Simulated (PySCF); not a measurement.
Electronic structure of Cu (copper, neutral) at the UHF level

Configuration: [Ar] 3d9 4s1 4p1, one real determinant (an excited configuration). Computed with PySCF 2.14 in aug-cc-pVDZ-PP with ECP10MDF (5s5p4d2f, 54 functions), with a scalar-relativistic core potential.

| Quantity | Value |
| --- | --- |
| Total energy | -196.089910 hartree |
| One-electron energy | -351.2586 hartree |
| Hartree (Coulomb) energy | 173.0057 hartree |
| Exchange energy | -17.8370 hartree |
| ⟨S²⟩ | 3.7513 |
| ⟨L²⟩ | 8.053 |
| Sum of ⟨r⟩ | 20.79 bohr |
| Sum of ⟨r²⟩ | 40.62 bohr² |
| Traceless quadrupole moment −½Σ⟨3z² − r²⟩ along its main axis | -6.96 e·bohr² |

| shell | electrons | mean orbital energy (hartree) | spread (hartree) | rms radius, mean of both spins (bohr) |
| --- | --- | --- | --- | --- |
| 3s α | 1 | -5.58116 | 0 | 0.764 |
| 3s β | 1 | -5.45573 | 0 | 0.764 |
| 3p α | 3 | -3.77872 | 0.09440 | 0.810 |
| 3p β | 3 | -3.63748 | 0.08117 | 0.810 |
| 3d α | 5 | -0.80988 | 0.09879 | 1.05 |
| 3d β | 4 | -0.74806 | 0.05508 | 1.05 |
| 4s α | 1 | -0.39413 | 0 | 3.04 |
| 4p α | 1 | -0.19998 | 0 | 4.03 |

⟨L²⟩ = 8.05 against 12 for a pure F term, so this real determinant mixes terms. Energies and moments cover only the electrons outside the core potential.
